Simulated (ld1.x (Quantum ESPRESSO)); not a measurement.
# What the settings do to the TM semilocal potential of germanium

Base potential:

```
Element                 : Ge
Generator               : ld1.x (Quantum ESPRESSO) 7.5
Type                    : norm-conserving Troullier–Martins (semilocal form)
Functional              : PBE
Relativity              : scalar-relativistic
Frozen core             : [Ne] 3s2
Valence charge          : 20
Reference configuration : 3p6 3d10 4s2 4p1.5 (charge +0.5)
Partial waves           : 4s (bound): rc 1.30 bohr; 3p (bound): rc 0.65 bohr; 4f channel at 0.5 Ry: rc 1.05 bohr; 3d (bound): rc 1.05 bohr
Local potential         : the d channel
Core correction         : none
```

Occupied shells without a wave of their own: 4p. They enter only through the test configuration that unscreens the potential.

Cutoffs, loose and tight: the cutoffs (Ry, on a coarse ladder) from which the occupation-weighted sum of valence levels, in a spherical-Bessel basis at the reference potential, stays within 10 and 1 mRy of its value at 400 Ry. They do not see the model core or the augmentation charge, which bear on the density cutoff. Test errors are all-electron minus pseudo excitation energies from the reference, over the configurations 3p6 3d10 4s2 4p2; 3p6 3d10 4s2 4p1; 3p6 3d10 4s2 4p0; 3p6 3d10 4s1 4p3; 3p6 3d10 4s1 4p0; 3p6 3d9 4s2 4p2; 3p6 3d9 4s2 4p3. A dash means not determined; rows that change the core or the reference have their own tests.

In the semilocal form every listed channel keeps its own potential, so the choice of the local channel does not act on these tests. It acts once the file is put into the separable form.

A semilocal file is local in each channel, so a ghost entry of none says nothing of the separable form that plane-wave codes build from it.

On the changes marked as counting shells twice: ld1.x takes every shell without a wave as core, so the model core holds the marked electrons as well and exchange and correlation see them twice. This cancels in the reference configuration, but the file is broken for other ones, and its errors say nothing about a proper core correction.

```tsv
change	outcome	cutoff, loose	cutoff, tight	bound ghosts	largest test error (meV)
base	generated	260 Ry	over 300 Ry	none	+64
wave 3p (bound): rc 0.65 bohr becomes 3p (bound): rc 0.74 bohr	generated	230 Ry	over 300 Ry	none	+94
core correction a·sin(br)/r model core inside 0.78 bohr (4p counted twice)	generated	260 Ry	over 300 Ry	none	-675
wave 4f channel at 0.5 Ry: rc 1.05 bohr becomes 4f channel at 0.5 Ry: rc 1.22 bohr	generated	260 Ry	over 300 Ry	none	+64
local potential the f channel	generated	260 Ry	over 300 Ry	none	+64
wave 4s (bound): rc 1.30 bohr becomes 4s (bound): rc 1.78 bohr	generated	260 Ry	over 300 Ry	none	-52
functional revPBE	generated	260 Ry	over 300 Ry	none	+62
```
